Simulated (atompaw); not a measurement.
## Building the PAW (atompaw) potential for gallium (Ga) (PBEsol, scalar-relativistic).

atompaw 4.2.0.5 input, output lines left out:

```
Ga 31
GGA-PBESOL scalarrelativistic loggrid 1500 logderivrange -3 5 201
4 4 3 0 0 0
4 1 1
0 0 0
c
c
c
v
c
c
v
v
2
1.50 1.40 1.20 1.15
y
-0.05
n
y
0.2
n
y
-0.9
n
custom rrkj gramschmidtortho sinc
3 0 troulliermartins
1.50
1.50
0.85
1.50
1.50
1.50
```

All-electron outer shells of the reference configuration (PBEsol, scalar-relativistic, ld1.x):

```json
{"shell": "3s", "level (eV)": "-147.78", "outermost node (bohr)": "0.27", "outermost maximum (bohr)": "0.56"}
{"shell": "3p", "level (eV)": "-98.68", "outermost node (bohr)": "0.24", "outermost maximum (bohr)": "0.56"}
{"shell": "3d", "level (eV)": "-19.16", "outermost node (bohr)": "–", "outermost maximum (bohr)": "0.53"}
{"shell": "4s", "level (eV)": "-8.96", "outermost node (bohr)": "0.81", "outermost maximum (bohr)": "1.90"}
{"shell": "4p", "level (eV)": "-2.57", "outermost node (bohr)": "0.87", "outermost maximum (bohr)": "2.53"}
```

Task: Is a potential produced?

Result: No. atompaw 4.2.0.5 stopped with "atompaw: The overlap operator has at least one negative eigenvalue!": the overlap operator built from these waves and projectors is not positive definite. The 4p radius of 0.85 bohr lies inside the outermost node of the all-electron wave at 0.87 bohr.
